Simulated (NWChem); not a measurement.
C3H5ClF2; SMILES F[C@H]([C@@H](Cl)F)C

```xyz
11

C     -1.0248    -1.6989    -0.6449
C      0.2836    -1.0683    -0.2083
F      0.4507    -1.2224     1.1583
C      0.4064     0.4141    -0.5646
F      1.6501     0.8679    -0.2349
Cl    -0.8367     1.4052     0.2833
H     -1.8736    -1.1887    -0.1500
H     -1.0337    -2.7684    -0.3610
H     -1.1557    -1.6275    -1.7432
H      1.1479    -1.5633    -0.7127
H      0.2404     0.5689    -1.6526
```
Atoms are numbered in this order, from 1.

Program: NWChem. Pople sets run with spherical d functions. Geometry: optimised at PBE-D3(BJ)/def2-SVP. Level PBE0/6-31G*: single points from the atomic guess with DIIS by default; each run changes one setting, and all converged runs end within 0.3 mHa of each other. cgmin counts macro-iterations, each dearer than a DIIS step.

Task: Which setting needs the most SCF iterations, or fails (core-Hamiltonian guess; DIIS on 20 Fock matrices; occupation smearing of 0.005 Ha; defaults; DIIS on 3 Fock matrices; quadratically convergent solver (cgmin))?

Result: core-Hamiltonian guess, with 14 against 8 for the defaults.
```tsv
setting	SCF iterations
defaults	8
occupation smearing of 0.005 Ha	8
DIIS on 3 Fock matrices	8
core-Hamiltonian guess	14
quadratically convergent solver (cgmin)	5
DIIS on 20 Fock matrices	7
```
